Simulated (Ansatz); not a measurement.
Start from `BCBC` and change one atom or group to get `BCB(C)F`.

Ansatz, PBE0-D4/def2-TZVP geometries, multiplicity 1. Each molecule was computed in one conformer, which needn't be the lowest.

```tsv
property	`BCBC`
HOMO–LUMO gap (B3LYP/def2-TZVPP) / eV	6.55
HOMO–LUMO gap (PBE0/def2-TZVPP) / eV	6.95
size of the dipole moment (PBE/def2-TZVPP) / D	0.88
size of the dipole moment (ωB97M-V/def2-TZVPP) / D	0.80
LUMO energy (B3LYP/def2-TZVPP) / eV	-1.95
size of the dipole moment (B3LYP/def2-TZVPP) / D	0.79
```

Give the same properties after the change, and the shifts. (An estimate is asked.)

The calculation gave: 
```csv
property,`BCB(C)F`,shift
HOMO–LUMO gap (B3LYP/def2-TZVPP) / eV,6.68,0.13
HOMO–LUMO gap (PBE0/def2-TZVPP) / eV,7.11,0.16
size of the dipole moment (PBE/def2-TZVPP) / D,1.37,0.49
size of the dipole moment (ωB97M-V/def2-TZVPP) / D,1.37,0.57
LUMO energy (B3LYP/def2-TZVPP) / eV,-1.85,0.10
size of the dipole moment (B3LYP/def2-TZVPP) / D,1.39,0.60
```

With PBE0 the HOMO falls by 0.06 eV and the LUMO rises by 0.11 eV, so the gap widens by about 0.17 eV. PBE moves the HOMO by 0.00 eV and ωB97M-V by -0.06 eV. Dipoles are sizes alone; their direction can turn.

B3LYP here is the variant with VWN-RPA as its local correlation; programs differ in this.
